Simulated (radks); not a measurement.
The numbers below are computed, except where a source is named.
Q: Ionisation of neutral europium, [Xe] 4f7 6s2, to [Xe] 4f7 6s1 as the strength of local exchange is varied. Code: a radial shooting solver on a logarithmic mesh with Libxc functionals. Model: scalar-relativistic Kohn-Sham, Slater X-alpha exchange (alpha = 2/3 is LDA exchange), no correlation, spin-unpolarised, spherical densities, point nucleus.

| alpha | E(Eu) (hartree) | exchange (hartree) | IE (eV) | -e of the level emptied (eV) | <r> of it (bohr) |
|---|---|---|---|---|---|
| 0.667 | -10830.5563 | -228.3858 | 5.374 | 2.961 (6s) | 4.331 |
| 0.698 | -10841.2152 | -239.2514 | 5.515 | 3.088 (6s) | 4.294 |
| 0.817 | -10882.2350 | -281.1602 | 6.081 | 3.605 (6s) | 4.156 |
| 0.89 | -10907.4792 | -307.0250 | 6.447 | 3.943 (6s) | 4.074 |
| 0.944 | -10926.1923 | -326.2340 | 6.725 | 4.203 (6s) | 4.016 |
| 0.95 | -10928.2736 | -328.3724 | 6.757 | 4.232 (6s) | 4.009 |
| x | -10841.9032 | -239.9532 | 5.524 | 3.096 (6s) | 4.292 |

Which alpha was used in the last row?

A: alpha = 0.7. NIST Atomic Spectra Database: 5.670 eV (measured). The Delta-SCF value meets it near alpha = 0.73. Spin polarisation and multiplet splitting are left out, so open shells lie too high by an amount that depends on their filling. Spin-orbit splitting is averaged out at the scalar-relativistic level.

Beside tabulated values, note that spin-unpolarised runs miss the spin-polarisation part of the exchange energy of open shells.
